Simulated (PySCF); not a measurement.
Compound: C2H3BF2O.
Numbering: `[O:1]=[CH:2][CH2:3][B:4]([F:5])[F:6]`

Lines to be assigned: B 1s: 199.94 eV; C 1s: 291.54 (area 1), 294.17 (area 1) eV; O 1s: 538.51 eV; F 1s: 694.01 eV.

Method: PySCF 2.14.0, delta-SCF UKS SCAN, pcX-2 on the ionised atom, pcseg-1 elsewhere, spin-free X2C. The structure is a single PBE0-D3(BJ)/def2-SVP conformer in the gas phase; no vibrational or solvent corrections.

Which carbon gives which C 1s line?

291.54 eV: C3 (sp3 carbon bound to boron); 294.17 eV: C2 (aldehyde carbon). Lowest listed C 1s: C3, bonded to C, 2 H and B. Highest, 2.63 eV above it: C2, bonded to O (double bond), C and H. Summing the Pauling electronegativity differences to the bonded atoms, each weighted by its formal bond order, gives -1.21 for the lowest site and +1.43 for the highest.

Bonded neighbours of each site: O1: C (double bond); C2: O (double bond), C and H; C3: C, 2 H and B; B4: 2 F and C; F5/F6: B.

Which photon wavelength matches the C 1s of C2 threshold?

λ = hc/E = 12398.42 eV Å / 294.17 eV = 42.147 Å.

One atom of each set of topologically equivalent atoms was ionised and stands for the set; in this conformer not all members are related by symmetry, and their own values weren't computed. Spin contamination (⟨S²⟩ against 0.75 for a pure doublet) is marked for B 1s of B4 (0.98), which makes this value less certain.

The run took 26 s on an Arm Neoverse V1 with one thread, no GPU, on a shared host.

Conformer computed: `[O:1]=[CH:2][CH2:3][B:4]([F:5])[F:6]`: O1–C2–C3–B4 -113°, C2–C3–B4–F5 137°.
